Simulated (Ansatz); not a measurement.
C2H4BN (`CB1C=N1`), relaxed with RKS PBE0-D4/def2-TZVP in Ansatz 0.2.0 from a PBE-D4/def2-SVP geometry. The force threshold is 0.005 eV/Å; the program also tests the step.

Total charge 0; spin multiplicity 1.

Start:

```xyz
8

C     0.655    0.986    0.379
B    -0.176   -0.268    0.002
C    -0.761   -1.373   -0.758
N    -1.178   -1.210    0.481
H     1.604    1.072   -0.185
H     0.864    1.041    1.467
H     0.049    1.884    0.125
H    -1.055   -2.131   -1.511
```

Task: By how much does the energy fall, and how many steps does the optimiser take? (An estimate is asked.)

Result: Ansatz gave: 3.85 kJ/mol, in 5 steps.

Task: Which bonds change most? (Best estimate.)

Result: The calculation gave: C3–H8 from 1.108 to 1.087 Å; B2–N4 from 1.456 to 1.437 Å; B2–C3 from 1.463 to 1.446 Å; C1–H6 from 1.109 to 1.092 Å.

Task: Give the relaxed structure. (An estimate is asked.)

Result: Ansatz gave: 
```xyz
8

C     0.645    0.982    0.376
B    -0.183   -0.266    0.004
C    -0.753   -1.360   -0.752
N    -1.163   -1.206    0.474
H     1.580    1.052   -0.181
H     0.856    1.030    1.446
H     0.057    1.872    0.125
H    -1.039   -2.104   -1.491
```
